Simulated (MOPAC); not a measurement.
Job for MOPAC: AM1 on CH4SSn (SMILES [CH3][Sn][SH]), a point of a torsion scan.

```
AM1 1SCF PRECISE CHARGE=0 THREADS=1
CH4SSn

C     -1.05316972 1    -0.10247943 1     0.02553339 1
Sn     0.27550201 1     1.70620578 1    -0.20338654 1
S      2.34945410 1     0.43345726 1     0.08454965 1
H     -0.58231957 1    -1.00334956 1    -0.36915339 1
H     -2.02507984 1     0.00804955 1    -0.45864894 1
H     -1.23778227 1    -0.27716365 1     1.08809650 1
H      3.08268089 1     1.40015074 1     0.62115153 1
```

Output:

```
*******************************************************************************
 **                                                                           **
 **                              MOPAC v23.2.5                                **
 **                                                                           **
 *******************************************************************************
 ** MOPAC's Digital Object Identifier: https://doi.org/10.5281/zenodo.6511958 **
 **                                                                           **
 ** Please cite the open-source release paper for use of this MOPAC version:  **
 ** J. E. Moussa and J. J. P. Stewart (2026)                                  **
 ** MOPAC: An open-source semiempirical molecular orbital program             **
 ** J. Open Source Softw., 11(119), 8025, https://doi.org/10.21105/joss.08025 **
 *******************************************************************************

                              AM1 CALCULATION RESULTS

 *******************************************************************************
 *  AM1        - The AM1 Hamiltonian to be used
 *
 *
 *
 *                 CHARGE ON SYSTEM = 0
 *
 *
 *
 *  PRECISE    - TIGHTER CRITERIA TO BE USED
 *  1SCF       - DO 1 SCF AND THEN STOP
 *  THREADS=1  - MULTI-THREADING NOT USED
 *  T=         - A TIME OF 172800.0 SECONDS REQUESTED
 *  DUMP=N     - RESTART FILE WRITTEN EVERY 7200.0 SECONDS REQUESTED
 *******************************************************************************
AM1 1SCF PRECISE CHARGE=0 THREADS=1
 CH4SSn

   ATOM   CHEMICAL          X               Y               Z
  NUMBER   SYMBOL      (ANGSTROMS)     (ANGSTROMS)     (ANGSTROMS)

     1       C         -1.05316972  *  -0.10247943  *   0.02553339  *
     2      Sn          0.27550201  *   1.70620578  *  -0.20338654  *
     3       S          2.34945410  *   0.43345726  *   0.08454965  *
     4       H         -0.58231957  *  -1.00334956  *  -0.36915339  *
     5       H         -2.02507984  *   0.00804955  *  -0.45864894  *
     6       H         -1.23778227  *  -0.27716365  *   1.08809650  *
     7       H          3.08268089  *   1.40015074  *   0.62115153  *



          CARTESIAN COORDINATES

    NO.       ATOM           X           Y           Z

     1         C         -1.0532     -0.1025      0.0255
     2        Sn          0.2755      1.7062     -0.2034
     3         S          2.3495      0.4335      0.0845
     4         H         -0.5823     -1.0033     -0.3692
     5         H         -2.0251      0.0080     -0.4586
     6         H         -1.2378     -0.2772      1.0881
     7         H          3.0827      1.4002      0.6212

  H: (AM1): M.J.S. DEWAR ET AL, J. AM. CHEM. SOC. 107 3902-3909 (1985)
  C: (AM1): M.J.S. DEWAR ET AL, J. AM. CHEM. SOC. 107 3902-3909 (1985)
  S: (AM1): M.J.S. DEWAR, Y-C YUAN, INORGANIC CHEMISTRY, 29, 3881:3890,  (1990)
 Sn: (AM1): J. J. P. STEWART, J. MOL. MOD., 10, 155-164 (2004)

           Empirical Formula: C H4 Sn S  =     7 atoms



      MOLECULAR POINT GROUP   :   C1


      RHF CALCULATION, NO. OF DOUBLY OCCUPIED LEVELS = 9


 -------------------------------------------------------------------------------
 AM1 1SCF PRECISE CHARGE=0 THREADS=1
 CH4SSn



     1SCF WAS SPECIFIED, SO BFGS WAS NOT USED
     SCF FIELD WAS ACHIEVED


                              AM1 CALCULATION
                                                       MOPAC v23.2.5 Linux




          FINAL HEAT OF FORMATION =         14.18992 KCAL/MOL =      59.37064 KJ/MOL


          COSMO AREA              =        126.01 SQUARE ANGSTROMS
          COSMO VOLUME            =        119.41 CUBIC ANGSTROMS

          IONIZATION POTENTIAL    =          8.421398 EV
          HOMO LUMO ENERGIES (EV) =         -8.421 -1.652
          NO. OF FILLED LEVELS    =          9
          MOLECULAR WEIGHT        =        166.7926         POINT GROUP:  C1

          MOLECULAR DIMENSIONS (Angstroms)

            Atom       Atom       Distance
            H     7    H     5     5.40307
           Sn     2    H     4     2.39305
            S     3    H     6     1.72481


          SCF CALCULATIONS        =          1





   ATOM   CHEMICAL          X               Y               Z
  NUMBER   SYMBOL      (ANGSTROMS)     (ANGSTROMS)     (ANGSTROMS)

     1       C         -1.05316972  *  -0.10247943  *   0.02553339  *
     2      Sn          0.27550201  *   1.70620578  *  -0.20338654  *
     3       S          2.34945410  *   0.43345726  *   0.08454965  *
     4       H         -0.58231957  *  -1.00334956  *  -0.36915339  *
     5       H         -2.02507984  *   0.00804955  *  -0.45864894  *
     6       H         -1.23778227  *  -0.27716365  *   1.08809650  *
     7       H          3.08268089  *   1.40015074  *   0.62115153  *

                             CARTESIAN COORDINATES

   1    C       -1.053169720    -0.102479430     0.025533390
   2   Sn        0.275502010     1.706205780    -0.203386540
   3    S        2.349454100     0.433457260     0.084549650
   4    H       -0.582319570    -1.003349560    -0.369153390
   5    H       -2.025079840     0.008049550    -0.458648940
   6    H       -1.237782270    -0.277163650     1.088096500
   7    H        3.082680890     1.400150740     0.621151530


           Empirical Formula: C H4 Sn S  =     7 atoms



      MOLECULAR POINT GROUP   :   C1


                  EIGENVALUES
 -28.44175 -18.89849 -15.34117 -13.14781 -13.01303 -12.52204 -10.33612  -9.63833
  -8.42140  -1.65188  -1.10715   1.22576   1.97323   5.04785   5.14911   5.90349


              NET ATOMIC CHARGES AND DIPOLE CONTRIBUTIONS

  ATOM NO.   TYPE          CHARGE      No. of ELECS.   s-Pop       p-Pop
    1          C          -0.587740        4.5877     1.26572     3.32202
    2         Sn           0.687172        3.3128     1.93996     1.37287
    3          S          -0.438214        6.4382     1.90499     4.53322
    4          H           0.083511        0.9165     0.91649
    5          H           0.073533        0.9265     0.92647
    6          H           0.077976        0.9220     0.92202
    7          H           0.103762        0.8962     0.89624
 DIPOLE           X         Y         Z       TOTAL
 POINT-CHG.    -0.939     5.203    -0.514     5.312
 HYBRID        -0.515    -2.279     0.671     2.431
 SUM           -1.454     2.924     0.157     3.269


          ATOMIC ORBITAL ELECTRON POPULATIONS

     Atom    s        px        py        pz
    1  C   1.26572   1.10347   1.19874   1.01980
    2 Sn   1.93996   0.52984   0.62199   0.22103
    3  S   1.90499   1.46459   1.35366   1.71497
    4  H   0.91649
    5  H   0.92647
    6  H   0.92202
    7  H   0.89624

 **********************
 *                    *
 * JOB ENDED NORMALLY *
 *                    *
 **********************




 == MOPAC DONE ==
```

The run finished.

Cost: roughly 0.03 core-seconds.
